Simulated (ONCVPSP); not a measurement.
manganese (Mn): variants of one ONCV potential

Base potential:

manganese, optimised norm-conserving Vanderbilt (ONCV), made with ONCVPSP 4.0.1 (LDA (Perdew-Wang 92), scalar-relativistic). Core [Ne], reference 3s2 3p6 3d5 4s1 (charge +1). Waves: 3s+4s: rc 1.65 bohr, ncon 4, nbas 9, qcut 7.8 1/bohr, 2 projectors; 3p: rc 1.05 bohr, ncon 5, nbas 10, qcut 16.1 1/bohr, 2 projectors, debl 0.9 Ha; 3d: rc 1.75 bohr, ncon 4, nbas 9, qcut 8.6 1/bohr, 3 projectors, debl 2.4 Ha. Local part: polynomial inside 0.80 bohr (lpopt 3, dvloc0 3 Ha). Core correction: Teter function, fcfact 4.75, rcfact 1.8.

In the p channel the program set the typed energies aside and used -2.308, 0.250 Ha.

All-electron outer shells of the reference configuration (LDA (PZ), scalar-relativistic, ld1.x):

| shell | level (eV) | outermost node (bohr) | outermost maximum (bohr) |
| --- | --- | --- | --- |
| 2p | -637.98 | – | 0.19 |
| 3s | -93.71 | 0.34 | 0.74 |
| 3p | -62.80 | 0.31 | 0.75 |
| 3d | -15.21 | – | 0.75 |
| 4s | -12.17 | 1.05 | 2.35 |

Cutoffs, loose and tight: the cutoffs (Ha) at which the residual kinetic energy of the hardest occupied pseudo-wave falls to 1 and 0.1 mHa per electron. They do not see the model core or the augmentation charge, which bear on the density cutoff. Test errors are all-electron minus pseudo excitation energies from the reference, over the configurations 3s2 3p6 3d5 4s2; 3s2 3p6 3d5 4s0; 3s2 3p6 3d4 4s0; 3s2 3p6 3d3 4s0. A dash means not determined; rows that change the core or the reference have their own tests.

| change | outcome | cutoff, loose | cutoff, tight | bound ghosts | GHOST(+) flags above zero | largest test error (meV) |
| --- | --- | --- | --- | --- | --- | --- |
| base | generated, projector energies reset by the program | 72 Ha | 90 Ha | none | none | +661 |
| core correction Teter function, fcfact 4.75, rcfact 1.64 | generated, projector energies reset by the program | 72 Ha | 90 Ha | none | none | +669 |
| core correction Teter function, fcfact 5.5, rcfact 1.5 | generated, projector energies reset by the program | 72 Ha | 90 Ha | none | none | +672 |
| d: qcut 6.7 | generated, projector energies reset by the program | 72 Ha | 99 Ha | none | d | +1059 |
| core correction Teter function, fcfact 2.8, rcfact 1.8 | generated, projector energies reset by the program | 72 Ha | 90 Ha | none | none | +667 |

Q: What comes out with this change to the base: s: qcut 9.4; p: qcut 19.3; d: qcut 10.3?

A: outcome: generated, projector energies reset by the program; cutoff, loose: 99 Ha; cutoff, tight: 121 Ha; bound ghosts: none; GHOST(+) flags above zero: none; largest test error (meV): +465.

Q: What comes out with this change to the base: reference 3s2 3p6 3d5 4s2?

A: outcome: generated, projector energies reset by the program; cutoff, loose: 72 Ha; cutoff, tight: 90 Ha; bound ghosts: none; GHOST(+) flags above zero: none; largest test error (meV): +93.
